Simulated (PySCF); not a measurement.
SMILES [NH2][In]([OH])[F] (H3FInNO) (PBE0/def2-SVP optimised geometry):

```
7

In    -0.035    -0.022     0.000
F      1.930    -0.022     0.000
O     -0.812    -1.839     0.194
H     -0.113    -2.502     0.242
N     -0.991     1.751     0.000
H     -1.930     1.729    -0.390
H     -0.467     2.502    -0.443
```

Level of theory: PBE0/def2-TZVP, def2 effective core potentials past Kr (PySCF).

### Question
What are the frontier orbital energies and the dipole moment?

### Answer
HOMO-2 -9.32 eV, HOMO-1 -8.90 eV, HOMO -7.99 eV, LUMO -1.88 eV, LUMO+1 -0.56 eV; dipole moment 2.18 D.

On the same geometry PBE/def2-TZVP, def2 effective core potentials past Kr (PySCF 2.14.0) gives HOMO-2 -7.68 eV, HOMO-1 -7.20 eV, HOMO -6.55 eV, LUMO -2.79 eV, LUMO+1 -1.27 eV; dipole moment 2.12 D.
